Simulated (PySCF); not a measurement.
Computational details: NMR shieldings at PBE0/pcSseg-1/GIAO, structure optimised with GFN2-xTB, in PySCF 2.14 (one averaged value for each set of equivalent atoms, no relativistic terms, isolated molecule, one computed conformer).

δ = σ(ref) − σ, references computed at the same level: 1H, 13C against TMS. Acid and N–H amide carbonyl carbons lie up to 10 ppm further downfield in solution (hydrogen bonding). Shifts are as computed. Against solution values, carbons near 30 ppm lie about +3 ppm off and those near 130 ppm about +5 ppm. Of 1211 compounds with measured shifts, 218 miss one by over three times the rms of a fit or turn the order of signals round; such compounds aren't used in these exercises. OH and NH positions are gas-phase values without hydrogen bonding to other molecules.

Problem. Order these molecules by the shift of their most shielded carbon-bound hydrogen, lowest δ first.
A. CC#C/P=C(\C)N(C)C
B. O=C(O)[C@@H]1C[SiH2][C@H]1F
C. Cn1ncc2cc([SiH3])ccc21
D. Fc1ccnnn1

Solution. B (1.47 ppm, hydrogen on an sp3 CH2 bonded to Si), A (2.25 ppm, hydrogen on a propargylic methyl carbon), C (4.27 ppm, hydrogen on a methyl carbon bonded to N), D (6.99 ppm, hydrogen on an aromatic CH).

Problem. Order these molecules by the shift of their most shielded carbon, lowest δ first.
A. Fc1ccnnn1
B. Cn1ncc2cc([SiH3])ccc21
C. O=C(O)[C@@H]1C[SiH2][C@H]1F

Solution. C (5.3 ppm, sp3 CH2 bonded to Si), B (37.2 ppm, methyl carbon bonded to N), A (110.6 ppm, aromatic CH).

Problem. How many 13C and 1H signals does each give (equivalence by symmetry and fast rotation, but not about amide C–N or C=N bonds)? `O=C(O)[C@@H]1C[SiH2][C@H]1F`, `CC#C/P=C(\C)N(C)C`, `Fc1ccnnn1`, `Cn1ncc2cc([SiH3])ccc21`

Solution. O=C(O)[C@@H]1C[SiH2][C@H]1F: 4 C, 7 H; CC#C/P=C(\C)N(C)C: 6 C, 3 H; Fc1ccnnn1: 3 C, 2 H; Cn1ncc2cc([SiH3])ccc21: 8 C, 6 H.
